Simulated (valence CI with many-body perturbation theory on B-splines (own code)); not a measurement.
Tl76+: calculated level list

Calculated by valence CI with perturbative core correlation (CI+MBPT): three valence electrons over a frozen Dirac-Fock core [He], a basis of 11 s, 11 p, 10 d, 8 f, 5 g, 2 h functions for each j, with the one-electron correlation potential Σ1, the two-electron term Σ2, the three-electron term Σ3, Breit, model QED; selected CI, second order for the rest, scaled by the run's own slope (own B-spline code, finite nucleus).

The last digits are not significant, and no measured levels were compared; by estimate large intervals hold to a few tenths of a per cent, small ones and those within an open d or f shell to about a per cent.

Levels 46 to 90 of 165, with energies above the lowest level, (2s^2 2p1/2) J=1/2. "Leading %" is the weight of the configuration and term that name the level; weights of strongly mixed levels are sums over their largest components and can fall short. In the jj column 3d3/2^4 stands for four electrons in 3d with j = 3/2.

```tsv
No.	Configuration	Term	J	E (Ry)	Leading %	Leading jj	Second component
46	2s 2p 3s	2P°	1/2	1156.0	90	2s 2p3/2 3s (100 %)	10 % 2s 2p 3s 4P°
47	2s 2p 3p	4P	3/2	1156.2	45	2s 2p3/2 3p1/2 (100 %)	27 % 2s 2p 3p 4S
48	2s 2p 3p	2D	5/2	1156.2	44	2s 2p3/2 3p1/2 (100 %)	38 % 2s 2p 3p 4D
49	2s 2p 3s	2P°	3/2	1156.6	82	2s 2p3/2 3s (99 %)	18 % 2s 2p 3s 4P°
50	2s 2p 3p	2P	1/2	1163.6	47	2s 2p3/2 3p1/2 (99 %)	22 % 2s 2p 3p 2S
51	2s 2p 3p	2D	3/2	1163.6	61	2s 2p3/2 3p1/2 (99 %)	20 % 2s 2p 3p 2P
52	2p2 3s	4P	3/2	1172.6	87	2p1/2 2p3/2 3s (99 %)	11 % 2p2 3s 2P
53	2p2 3s	2P	1/2	1173.5	66	2p1/2 2p3/2 3s (99 %)	33 % 2p2 3s 4P
54	2p2 3s	2D	5/2	1173.9	65	2p1/2 2p3/2 3s (99 %)	34 % 2p2 3s 4P
55	2p2 3s	2D	3/2	1174.6	64	2p1/2 2p3/2 3s (100 %)	34 % 2p2 3s 2P
56	2p2 3p	4P°	1/2	1178.2	49	2p1/2 2p3/2 3p1/2 (100 %)	28 % 2p2 3p 4D°
57	2p2 3p	4D°	3/2	1178.6	55	2p1/2 2p3/2 3p1/2 (100 %)	23 % 2p2 3p 2D°
58	2p2 3p	2F°	5/2	1179.5	50	2p1/2 2p3/2 3p1/2 (100 %)	30 % 2p2 3p 2D°
59	2p2 3p	2P°	3/2	1183.7	43	2p1/2 2p3/2 3p1/2 (99 %)	24 % 2p2 3p 2D°
60	2s 2p 3p	4D	7/2	1202.5	100	2s 2p3/2 3p3/2 (100 %)	
61	2s 2p 3p	2P	3/2	1203.5	55	2s 2p3/2 3p3/2 (100 %)	32 % 2s 2p 3p 4S
62	2s 2p 3p	4P	5/2	1205.1	52	2s 2p3/2 3p3/2 (100 %)	43 % 2s 2p 3p 2D
63	2s 2p 3p	2S	1/2	1205.5	48	2s 2p3/2 3p3/2 (100 %)	39 % 2s 2p 3p 2P
64	2s 2p 3d	4D°	5/2	1208.5	44	2s 2p3/2 3d3/2 (100 %)	22 % 2s 2p 3d 2D°
65	2s 2p 3d	4D°	3/2	1209.0	43	2s 2p3/2 3d3/2 (100 %)	40 % 2s 2p 3d 4P°
66	2s 2p 3d	4F°	7/2	1209.2	44	2s 2p3/2 3d3/2 (98 %)	43 % 2s 2p 3d 2F°
67	2s 2p 3d	4P°	1/2	1209.5	82	2s 2p3/2 3d3/2 (100 %)	16 % 2s 2p 3d 4D°
68	2s 2p 3p	2D	5/2	1210.7	71	2s 2p3/2 3p3/2 (100 %)	16 % 2s 2p 3p 4D
69	2s 2p 3p	2P	3/2	1212.3	57	2s 2p3/2 3p3/2 (100 %)	29 % 2s 2p 3p 2D
70	2s 2p 3p	2S	1/2	1212.7	59	2s 2p3/2 3p3/2 (100 %)	20 % 2s 2p 3p 2P
71	2s 2p 3d	2D°	3/2	1216.0	62	2s 2p3/2 3d3/2 (95 %)	13 % 2s 2p 3d 4F°
72	2s 2p 3d	2F°	5/2	1216.4	68	2s 2p3/2 3d3/2 (100 %)	15 % 2s 2p 3d 2D°
73	2s 2p 3d	2P°	1/2	1217.2	71	2s 2p3/2 3d3/2 (99 %)	24 % 2s 2p 3d 4D°
74	2s 2p 3d	4F°	9/2	1219.4	100	2s 2p3/2 3d5/2 (100 %)	
75	2s 2p 3d	2D°	5/2	1221.5	41	2s 2p3/2 3d5/2 (99 %)	33 % 2s 2p 3d 4P°
76	2s 2p 3d	4D°	7/2	1222.0	51	2s 2p3/2 3d5/2 (97 %)	41 % 2s 2p 3d 2F°
77	2s 2p 3d	2P°	3/2	1222.7	40	2s 2p3/2 3d5/2 (92 %)	40 % 2s 2p 3d 2D°
78	2s 2p 3d	2P°	1/2	1224.1	79	2s 2p3/2 3d5/2 (92 %)	7 % 2s 2p 3d 4D°
79	2p2 3p	4D°	5/2	1226.6	51	2p1/2 2p3/2 3p3/2 (98 %)	34 % 2p2 3p 4P°
80	2p2 3p	2F°	7/2	1227.1	35	2p1/2 2p3/2 3p3/2 (53 %)	31 % 2s 2p 3d 2F°
81	2p2 3p	2P°	1/2	1227.2	37	2p1/2 2p3/2 3p3/2 (94 %)	28 % 2p2 3p 4P°
82	2p2 3p	2D°	3/2	1227.6	50	2p1/2 2p3/2 3p3/2 (95 %)	17 % 2p2 3p 4P°
83	2s 2p 3d	2F°	7/2	1228.8	38	2s 2p3/2 3d5/2 (54 %)	30 % 2p2 3p 2F°
84	2s 2p 3d	2D°	5/2	1229.1	49	2s 2p3/2 3d5/2 (78 %)	13 % 2s 2p 3d 2F°
85	2s 2p 3d	2P°	3/2	1229.6	22	2p1/2 2p3/2 3p3/2 (64 %)	21 % 2p2 3p 4S°
86	2s 2p 3d	2P°	3/2	1229.7	40	2s 2p3/2 3d5/2 (63 %)	13 % 2p2 3p 4S°
87	2p2 3p	2D°	5/2	1230.7	52	2p1/2 2p3/2 3p3/2 (78 %)	12 % 2s 2p 3d 2D°
88	2p2 3d	4F	3/2	1231.5	43	2p1/2 2p3/2 3d3/2 (100 %)	25 % 2p2 3d 2P
89	2p2 3d	4F	5/2	1231.6	52	2p1/2 2p3/2 3d3/2 (100 %)	39 % 2p2 3d 2F
90	2p2 3d	4D	1/2	1232.1	78	2p1/2 2p3/2 3d3/2 (100 %)	15 % 2p2 3d 2P
```

Where two levels of one J and parity lie close, their mixing, g and order are uncertain.
